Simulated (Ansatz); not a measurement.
Geometry optimisation, UKS PBE-D4/def2-SVP (Ansatz 0.2.0).

input.yaml

```yaml
crystal:
  periodic: [false, false, false]
  atoms:
    - { symbol: Ga, position_ang: [0.0, 0.0, -0.332742] }
    - { symbol: H, position_ang: [0.0, 0.0, 2.432934] }
    - { symbol: H, position_ang: [1.413787, 0.0, -1.087948] }
    - { symbol: H, position_ang: [-1.413787, 0.0, -1.087948] }
    - { symbol: F, position_ang: [0.0, 0.0, 3.365703] }
magnetization:
  spin_polarized: true
  initial_magnetization: 1
basis:
  gaussian: { orbitals: def2-SVP }
hamiltonian:
  xc: pbe
  dispersion: d4
relax:
  f_tol: 0.03
  max_steps: 50
```

Run as:

```bash
$ ansatz run input.yaml --threads 1 --pin off --max-ram 2048MiB --backend cpu --events-out ev --progress --plain --runs-dir out
```

Task: Where does it end, and by what steps?

Result: The run converged. After 4 steps the energy has fallen by 0.038 eV; H2 moved furthest, 0.25 Å.

```csv
step,energy less start (eV),largest force component (eV/Å),accepted
0,0.0000,0.503,yes
1,-0.0323,0.458,yes
2,-0.0361,0.363,yes
3,-0.0382,0.038,yes
4,-0.0383,0.011,yes
```

```xyz
5
Properties=species:S:1:pos:R:3
Ga 0.000 0.000 -0.174
H 0.000 0.000 2.179
H 1.416 0.000 -0.922
H -1.416 0.000 -0.922
F 0.000 0.000 3.129
```

The run took 11 s on 1 thread of Arm Neoverse V1, on a shared host, peak memory 0.12 GiB.
